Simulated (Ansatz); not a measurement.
`FC[NH][AlH2]` + `BN` → `B[NH][AlH2]` + `NCF` at 298.15 K and 1 bar (ligand exchange at the Al–N bond).

Calculated with Ansatz (gas phase, PBE0-D4/def2-TZVP geometries, no zero-point term in ΔE). CCSD(T)/CBS adds triple-zeta CCSD(T) − MP2 to the extrapolated MP2 energy (def2 sets, frozen cores). This one scheme is used for every species. One conformer a species, not always the lowest.

```
       species  CCSD(T)/CBS energy (Eh)  H − E (kJ/mol)  S (J/(mol·K))
`FC[NH][AlH2]`               -437.58340           178.0          312.8
          `BN`                -81.93499           137.2          228.1
 `B[NH][AlH2]`               -324.56557           151.1          289.3
         `NCF`               -194.94856           164.0          258.8
```

H − E and S are ideal-gas, rigid-rotor, harmonic terms from PBE0-D4/def2-TZVP, for one conformer and one mirror image of each species. 1 Eh = 2625.50 kJ/mol, R = 8.31446 J/(mol·K).

**Question.** By hand: ΔE, ΔH, ΔS and ΔG.

**Answer.** ΔE = (-324.56557) + (-194.94856) − (-437.58340) − (-81.93499) = 0.00426 Eh = 11.2 kJ/mol. Δ(H − E) = 151.1 + 164.0 − 178.0 − 137.2 = -0.1, so ΔH = 11.1 kJ/mol. ΔS = 289.3 + 258.8 − 312.8 − 228.1 = 7.2 J/(mol·K). ΔG = 11.1 − 298.15 × (7.2)/1000 = 9.0 kJ/mol.

**Question.** By hand: the equilibrium constant, and the temperature at which ΔG would vanish if ΔH and ΔS stayed fixed.

**Answer.** log₁₀ K = −ΔG/(RT ln 10) = -1.6. ΔG = 0 at ΔH/ΔS = 1542 K, though so small a ΔS makes that figure unsure.

The number of gas molecules stays the same, so ΔS is small and ΔH decides. A doubt of 5 kJ/mol in ΔE shifts log₁₀ K by 0.9 here. Other conformers and mirror images would add mixing entropy, several J/(mol·K) or more a flexible species. These are equilibria of isolated gas molecules and say nothing of rates. Largest T1 diagnostic: 0.012 (customary marks: 0.02 for closed shells, 0.045 for open ones).
